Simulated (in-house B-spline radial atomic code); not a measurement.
Configurations of Ar²⁺, with energies counted from [Ne] 3s2 3p4. All numbers are computed (scalar-relativistic (X2C) PBEsol, spin-polarised, spherical fractional occupations; Fermi nucleus of rms radius 3.4274 fm) with a radial B-spline atomic code at the basis-set limit, not measured. Shells without spins written out take the highest spin.

Occupations are held fixed; configurations that lie above the ionisation limit could autoionise.

| configuration | E - E(ref) (eV) | highest orbital | its <r> (bohr) |
| --- | --- | --- | --- |
| [Ne] 3s2 3p(2 up, 2 down) | 1.2091 | 3p up | 1.467 |
| [Ne] 3s2 3p(3 up, 0 down) 4p(0 up, 1 down) | 25.367 | 4p down | 3.892 |
| [Ne] 3s1 3p4 4s1 | 36.608 | 4s up | 3.287 |
| [Ne] 3s(0 up, 1 down) 3p(2 up, 2 down) 4s(1 up, 0 down) | 39.951 | 4s up | 3.334 |
| [He] 2s2 2p5 3s2 3p4 4s1 | 260.98 | 4s up | 3.217 |
| [He] 2s2 2p5 3s2 3p4 4d1 | 269.59 | 4d up | 4.693 |
| [He] 2s2 2p(3 up, 2 down) 3s2 3p(3 up, 1 down) 4f(1 up, 0 down) | 272.73 | 4f up | 5.651 |

(1) Order these further configurations by energy, lowest first.
A. [He] 2s2 2p5 3s2 3p5
B. [Ne] 3s(1 up, 0 down) 3p(3 up, 2 down)
C. [He] 2s2 2p5 3s2 3p4 4p1
D. [Ne] 3s2 3p3 4s1
E. [Ne] 3s1 3p4 4p1

(2) How far above the reference does [Ne] 3s1 3p4 4f1 lie?

(3) How far above the reference does [Ne] 3s2 3p3 4f1 lie?

## Answers

(1) B (14.994 eV), D (21.245 eV), E (40.279 eV), A (235.86 eV), C (264.67 eV).

(2) 47.892 eV; its least bound orbital is 4f up with <r> = 5.607 bohr.

(3) 32.43 eV; its least bound orbital is 4f up with <r> = 5.623 bohr.
